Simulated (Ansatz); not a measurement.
Basis-set extrapolation for Cl2FH3SSi2, SMILES `F[SiH](Cl)S[SiH2]Cl` (PBE0-D4/def2-TZVP geometry, frozen core, the Gaussian-basis code of Ansatz). Multiplicity 1, RHF reference.

|  | def2-TZVPP | def2-QZVPP |
| --- | --- | --- |
| HF | -1995.927402 | -1995.987123 |
| MP2 correlation | -1.035961 | -1.136051 |
| CCSD(T) correlation | -1.145358 | not run |

Energies in hartree. Use E(X) = E(∞) + A·exp(−7.88·√X) for Hartree–Fock and E(X) = E(∞) + B·X^(−2.97) for correlation, with X = 3 and 4, and add CCSD(T) minus MP2 of the smaller set to the MP2 limit.

Task: What is the CCSD(T) energy at the basis-set limit?

Result: HF limit: -1995.987123 + (-0.059721) × 0.13774 = -1995.99535. MP2 limit: -1.136051 + (-0.100090) × 0.74074 = -1.21019. Higher-order term: -1.145358 − (-1.035961) = -0.10940. Total: -1997.31494 hartree, 635.8 kJ/mol below CCSD(T)/def2-TZVPP.
